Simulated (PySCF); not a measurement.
FGe, SMILES [F][Ge] (connectivity only; charge and spin as stated), charge +1, multiplicity 1.

Coordinates come from a PBE-D3(BJ)/def2-TZVPD optimisation. The spin state was assumed, not searched.

Level of theory: PBE-D3(BJ)/def2-TZVPD run with PySCF.

Frequencies are harmonic and unscaled.

```csv
mode,ν (cm⁻¹),IR (km/mol),Raman (Å⁴/amu),depolarisation,moving atoms (share of kinetic energy)
1,763,76.5,10.1,0.29,"F 79 %, Ge 21 %"
```
